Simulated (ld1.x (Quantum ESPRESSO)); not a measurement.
F, TM: configuration errors across variants

* Element: F
* Generator: ld1.x (Quantum ESPRESSO) 7.5
* Type: norm-conserving Troullier–Martins (Kleinman–Bylander form)
* Functional: LDA (PZ)
* Relativity: scalar-relativistic
* Frozen core: [He]
* Valence charge: 7
* Reference configuration: 2s1.5 2p5.5
* Partial waves: 2p (bound): rc 1.90 bohr; 2s (bound): rc 0.80 bohr
* Local potential: the s channel
* Core correction: none

All-electron excitation energies from the reference (eV): (1) 2s2 2p5 -9.186; (2) 2s2 2p4 10.370; (3) 2s2 2p3 48.882; (4) 2s2 2p2 109.614; (5) 2s1 2p6 9.205; (6) 2s2 2p1 195.481; (7) 2s2 2p5.3 -11.911; (8) 2s1.5 2p5.5 spin -0.406; (9) 2s2 2p5 spin -9.565.

Spin tests fill each open shell by Hund’s rule, majority spin first.

4 further variants failed, have other tests or another functional or relativity, and are left out.

Errors AE − PS in meV (a dash: test not solved or not reliable):

| change | (1) | (2) | (3) | (4) | (5) | (6) | (7) | (8) | (9) | bound ghosts |
| --- | --- | --- | --- | --- | --- | --- | --- | --- | --- | --- |
| base | -0.6 | +217 | +1062 | +3343 | -1.1 | +8175 | -21 | +13 | -8.4 | none |
| local potential all-electron potential smoothed inside 1.60 bohr (lloc = -1) | -0.6 | +212 | +1046 | +3338 | -1.1 | +8237 | -22 | +13 | -8.6 | none |
| wave 2p (bound): rc 1.90 bohr becomes 2p (bound): rc 1.62 bohr | +6.0 | +114 | +546 | +1791 | +5.4 | +4609 | -4.9 | +20 | +15 | none |
| wave 2s (bound): rc 0.80 bohr becomes 2s (bound): rc 0.86 bohr | -0.7 | +218 | +1068 | +3360 | -1.1 | +8211 | -21 | +13 | -8.5 | none |

(1) Give the same row for: core correction a·sin(br)/r model core inside 0.78 bohr.

Results:

(1) -0.6, +217, +1061, +3342, -1.1, +8171, -21, +13, -8.9; bound ghosts: none.
